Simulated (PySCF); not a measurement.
# NaBr⁺: one state, many levels of theory

State: ²Π (doublet), unpaired electrons π ↑. Set-up: Na x2c-SVPall, Br x2c-SVPall; spin-free X2C with a Gaussian nucleus (PySCF 2.14). De refers to Na⁺ + Br in their high-spin ground configurations, without counterpoise correction. The functionals are run spin-unrestricted. A positive dipole points towards Br; it is taken about the centre of mass and depends on that origin.

```csv
Level,Re (Å),ωe (cm⁻¹),De (eV),μ (D),"CPU s a point (SCF and correlation, without the integrals)"
UHF,3.019,125,0.352,-9.90,0.065
UHF-MP2,2.997,132,0.400,n/a,0.14
UHF-SCS-MP2,3.000,132,0.397,n/a,n/a
UHF-CCSD,2.997,133,0.402,n/a,n/a
UHF-CCSD(T),2.996,133,0.408,n/a,5.1
PBE,2.943,138,0.471,-9.24,0.43
BP86,2.990,127,0.398,-9.51,0.31
r²SCAN,2.961,134,0.409,-9.53,0.56
PBE0,2.944,136,0.425,-9.40,0.65
B97-3,2.983,126,0.373,-9.61,0.34
M06,3.024,123,0.424,-9.75,0.6
ωB97X,2.984,128,0.389,-9.66,0.59
```

The bond length runs from 2.943 Å (PBE) to 3.024 Å (M06). De spans 0.35 eV (UHF, mean field) to 0.47 eV (PBE, GGA). Correlation at CCSD(T) changes the Hartree–Fock bond energy by +0.06 eV; the triples alone change it by +0.01 eV.

Correlated steps freeze 10 core orbitals. Correlated levels converge slowly with the basis: in double zeta they bind strong bonds too weakly, by up to about 1 eV, and carry superposition errors of some tenths. Spin–orbit coupling is left out. For an ion De counts to the pair picked by the measured ionisation energies or electron affinities, which need not be the lowest pair at this level. The state was picked by a PBE0 search and need not be the measured ground state.

The whole job (state search and all levels along the bond) took about 1.8 min on 1 thread of Arm Neoverse V2 (shared host), peak memory 0.54 GiB.
